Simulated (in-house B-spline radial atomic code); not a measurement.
# BLYP excitations of Br5+

Method: BLYP. Computed with a B-spline radial code for spherical atoms: linear response of the closed shell [Ar] 3d10 4s2 with the functional's adiabatic kernel; scalar-relativistic (spin-free one-electron X2C), finite nucleus, no spin-orbit coupling, no double excitations, S, P, D and F terms only; shells from n = 2 respond. Only terms of natural parity with L up to 3 were computed.

Command:
```bash
python run_td.py task.json out
```
Settings (radii: box in bohr, nucleus in fm):
```
Z                        35
electrons                30
configuration            [Ar] 3d10 4s2
hamiltonian              x2c
method                   b88,lyp
box_radius               16.35
rms_radius               4.1629
intervals                71
```

Cost of the run: 1.5 s on 1 thread of Arm Neoverse N1, with other jobs on the host.

The lowest states, in the order of their Tamm-Dancoff energies; the method's threshold (minus the highest occupied level) is 81.17 eV. Labels give the largest channel, * marks a mixed state, and oscillator strengths are full-response dipole values. Semilocal kernels can invert the small singlet-triplet splittings of Rydberg terms. Energies in eV:

```
     state  full response  Tamm-Dancoff  oscillator strength
4s → 4p 3P         13.721        13.862                    -
4s → 4p 1P         19.458        20.210                 1.57
4s → 4d 3D          36.54         36.59                    -
4s → 4d 1D          38.74         38.76                    -
4s → 5s 3S          44.15         44.15                    -
4s → 5s 1S          45.41         45.45                    -
4s → 5p 3P          49.72         49.73                    -
4s → 5p 1P          50.35         50.40               0.0623
4s → 4f 3F          53.94         53.97                    -
4s → 4f 1F          54.77         54.77                    -
4s → 5d 3D          58.15         58.16                    -
4s → 5d 1D          58.56         58.56                    -
4s → 6s 3S          60.67         60.67                    -
4s → 6s 1S              ?             ?                    -
4s → 6p 3P          63.08         63.08                    -
4s → 6p 1P              ?             ?                    ?
```

Q: Where does 4s → 6p 1P lie?

A: At 63.32 eV in full response, 63.33 eV in Tamm-Dancoff, oscillator strength 0.0314.

Q: Where does 4s → 6s 1S lie?

A: At 61.06 eV in full response, 61.07 eV in Tamm-Dancoff.

Q: How large is the singlet-triplet splitting of 4s → 4p (P terms) in Tamm-Dancoff?

A: 6.35 eV, from the unrounded values.

Q: What polarisabilities and dispersion coefficient does the method give?

A: Dipole 3.435 bohr³, quadrupole 4.751 bohr⁵, C6 7.607 hartree·bohr⁶ for two such species.
